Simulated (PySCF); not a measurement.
In(Cl)(SH)2 (ClH₂InS₂), SMILES [SH][In]([SH])[Cl]. Heavy atoms are numbered as in [In:1]([Cl:2])([SH:3])[SH:5]. Hydrogens are named by the atom that carries them.

Coordinates come from a B3LYP-D3(BJ)/def2-SVP optimisation. The def2 effective core potentials stand for the cores of In; spin–orbit coupling is left out. The values are those of a single conformer.

All values below come from PySCF with r2SCAN/def2-TZVP.

ESP charges are fitted to the potential on shells at 1.4 to 2.0 van der Waals radii. Atomic charges (e), one atom of each kind:

| atom | ESP fit | Mulliken | Löwdin |
|---|---|---|---|
| In1 | 0.47 | 0.78 | -0.36 |
| Cl2 | -0.21 | -0.37 | 0.06 |
| S3 (SH) | -0.29 | -0.37 | 0.08 |
| H on S3 | 0.16 | 0.16 | 0.06 |
